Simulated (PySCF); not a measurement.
Species: C2H6BBr3Se.
Atom-mapped SMILES: `[CH3:1][Se+:2]([CH3:3])[B-:4]([Br:5])([Br:6])[Br:7]` (hydrogens: H8, H9, H10 on C1; H11, H12, H13 on C3)

The calculation used PySCF, PBE0-D3(BJ)/def2-SVP geometry optimisation, gas phase.

Give the optimised bond lengths and angles.

| bond | length (Å) | order |
| --- | --- | --- |
| C1–Se2, Se2–C3 | 1.932 | single |
| Se2–B4 | 2.121 | single |
| B4–Br5, B4–Br6, B4–Br7 | 1.989 | single |
| C1–H8 and 5 like bonds | 1.098 | single |

Bonds in one row agree within 0.01 Å and their mean is given. Orders are formal, as drawn. A selection of angles:
| angle | degrees |
| --- | --- |
| Se2–C1–H8 | 108.9 |
| Se2–C1–H10 | 106.3 |
| H8–C1–H9 | 112.1 |
| H9–C1–H10 | 110.1 |
| C1–Se2–C3 | 98.6 |
| C1–Se2–B4 | 101.3 |
| Se2–B4–Br5 | 102.8 |
| Se2–B4–Br7 | 109.1 |
| Br5–B4–Br6 | 114.2 |

Dihedral angles: C1–Se2–B4–Br5 69° (synclinal).

Se2 (selenium bonded to B and 2 C) is pyramidal (angles 101.3°, 101.2° and 98.6°, sum 301.1°, 0.92 Å off the plane of its three neighbours). Of the pairs four or more bonds apart, Br7···H11 is among the closest relative to their van der Waals radii: 2.89 Å, 95 % of the sum of Bondi's values. B4 (four-coordinate boron) is distorted tetrahedral (angles from 102.7° to 114.2°). All 3 B–Br bonds measure 1.988 to 1.989 Å.

Point group: Cs (tolerance 0.08 Å). Stationary, but not proved a minimum.

Time: 8.0 min; peak memory 1.4 GiB. Hardware: an Arm Neoverse V1 with one thread, no GPU, on a shared host. This is the geometry optimisation.
